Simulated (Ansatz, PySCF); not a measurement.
The pair A = CH2O (SMILES C=O) (first 4 atoms), B = C2H3N (SMILES CC#N); geometry from B3LYP-D3(BJ)/def2-TZVP.
(charge 0, multiplicity 1):
```xyz
10

C     -0.46931    -0.45528     0.16497
O      0.66486    -0.05572     0.13569
H     -0.71022    -1.52942     0.25604
H     -1.33383     0.22935     0.10211
C      1.21737     0.41427     3.35282
C     -0.14739    -0.07362     3.26751
N     -1.22420    -0.46223     3.15730
H      1.23766     1.40177     3.81398
H      1.82604    -0.26753     3.94690
H      1.63098     0.47960     2.34488
```

Rows in 6-31G* carry no dispersion term and start afresh at each structure (6-31G* with six Cartesian d functions).

Programs: Ansatz (a quantum-chemistry and plane-wave program) with Gaussian orbitals; PySCF for 6-31G* rows. 

Total energies (hartree), monomers frozen at their geometry in the pair:

```tsv
structure	HF/6-31G*	PBE/def2-TZVPPD	B3LYP/6-31G*
AB	-245.7971139	-247.0622543	-247.2603839
A in the pair's basis	-113.8663907	-114.4209328	-114.5017043
B in the pair's basis	-131.9271050	-132.6362123	-132.7552748
A	-113.8654139	-114.4208903	-114.5003922
B	-131.9264967	-132.6361401	-132.7544575
```

### Question
Work out the interaction energy without and with the counterpoise correction, and the superposition error, for each level.

### Answer

E(AB) − E(A) − E(B), times 627.509 kcal/mol, with the monomers in their own basis and then in the pair's basis:
- HF/6-31G*: -3.27 uncorrected, -2.27 corrected; the monomers gain 0.99 kcal/mol from borrowed functions
- PBE/def2-TZVPPD: -3.28 uncorrected, -3.21 corrected; the monomers gain 0.07 kcal/mol from borrowed functions
- B3LYP/6-31G*: -3.47 uncorrected, -2.14 corrected; the monomers gain 1.34 kcal/mol from borrowed functions
